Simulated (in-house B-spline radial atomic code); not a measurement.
Sr II (Sr+) is squeezed into an impenetrable sphere of radius R (the orbitals vanish at R). No spin polarisation. Computed with an all-electron radial atomic-structure program (B-spline basis): non-relativistic LDA VWN5, spherical fractional occupations, point nucleus.

Energies in eV above the free ion in [Kr] 5s1:

| R (bohr) | highest level (eV) | [Kr] 5s1 | [Ar] 3d10 4s1 4p6 5s1 5p1 | [Kr] 5d1 | -dE/dV in [Kr] 5s1 (GPa) |
| --- | --- | --- | --- | --- | --- |
| 8.44 | -8.29 | 0.08249 | 43.29 | 8.289 | 0.116 |
| 6.86 | -7.7 | 0.4845 | 44.17 | 11.22 | 0.96 |
| 4.82 | -3.1 | 4.408 | 52.52 | 23.37 | 18.5 |
| 4.29 | 0.788 | 8.213 | 60.17 | 31.13 | 47 |
| 3.56 | 12.5 | 21.53 | 84.59 | 52.02 | 210 |
| 2.89 | 40.1 | 61.53 | 149.1 | 101.7 | 1080 |
| 2.75 | 50.2 | 78.52 | 174.7 | 121.1 | 1580 |
| 2.36 | 94.2 | 162.7 | 294.7 | 211.9 | 4940 |
| 1.99 | 175 | 349.9 | 543.7 | 403.7 | 16600 |
| 1.27 | 723 | 2152 | 2692 | 2160 | 343000 |

**Question.** Does [Ar] 3d10 4s1 4p6 5s1 5p1 fall below [Kr] 5s1 under compression?

**Answer.** No, it stays above over the whole range.

**Question.** Does [Kr] 5d1 fall below [Kr] 5s1 under compression?

**Answer.** No, it stays above over the whole range.

The highest level is first positive in the row R = 4.29 bohr, pushed up by confinement above the zero of the free ion's potential. Each configuration is held fixed and needn't be the lowest in the sphere.
